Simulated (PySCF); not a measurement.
C3H7O, SMILES CC(C)[O], multiplicity 2.

Geometry optimised at PBE-D3(BJ)/def2-SVP. The isomer is the one that the SMILES or the coordinates give; other isomers of the formula were not compared.

Two levels are set side by side: PBE/def2-TZVP (PySCF) and CAM-B3LYP/def2-TZVP (PySCF). Same geometry, gas phase. Differences are taken from unrounded values.

```csv
quantity,PBE
α-spin orbital gap (eV),6.40
β-spin orbital gap (eV),0.74
dipole moment (D),2.18
mean polarisability (bohr³),46.3
```

Question: These are the PBE values. What does CAM-B3LYP give? (The exact figures need the calculation; the answer reports its results.)

Answer: 
```tsv
quantity	CAM-B3LYP	PBE minus CAM-B3LYP
α-spin orbital gap (eV)	11.37	-4.97
β-spin orbital gap (eV)	6.78	-6.04
dipole moment (D)	2.13	0.05
mean polarisability (bohr³)	43.6	2.7
```

PBE's more diffuse valence density responds more strongly to a field. Differences between two approximate levels are no errors against the true value.

Rough cost on one machine, each run with all the roots and properties that it gave: CAM-B3LYP against PBE within a factor of 2.
